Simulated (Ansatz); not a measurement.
Gas-phase electronic energies from Ansatz, PBE0-D4/def2-TZVP geometries. CCSD(T)/CBS is the MP2 limit (def2-TZVPP, def2-QZVPP) plus CCSD(T) − MP2 in def2-TZVPP, frozen cores. DFT in def2-TZVPP. One conformer a species, not always the lowest.

Reaction (ligand exchange at the Si–C bond): `C=CC(=C)[SiH3]` + `[OH][Al]([Cl])[Cl]` → `[SiH3][O][Al]([Cl])[Cl]` + `C=CC=C`

```csv
level,ΔE (eV)
LC-ωPBE,-1.14
CCSD(T)/def2-SVP,-1.15
```

Problem. What does CCSD(T)/CBS give? (Estimate.)

Solution. The calculation gave: -1.15 eV. The listed levels differ from it by 0.01, 0.00 eV.

Largest T1 diagnostic among the species: 0.012.

The D4 term adds +0.08 eV with B3LYP and +0.04 eV with PBE0; it sums over pairs of atoms, weighted by their polarisabilities, and B3LYP, whose exchange is more repulsive, gets the larger term. In def2-TZVPP, CCSD(T) changes the Hartree–Fock value by +0.34 eV (the triples alone add +0.06 eV) and MP2 by +0.35 eV.

B3LYP here is the variant with VWN-RPA as its local correlation; programs differ in this.
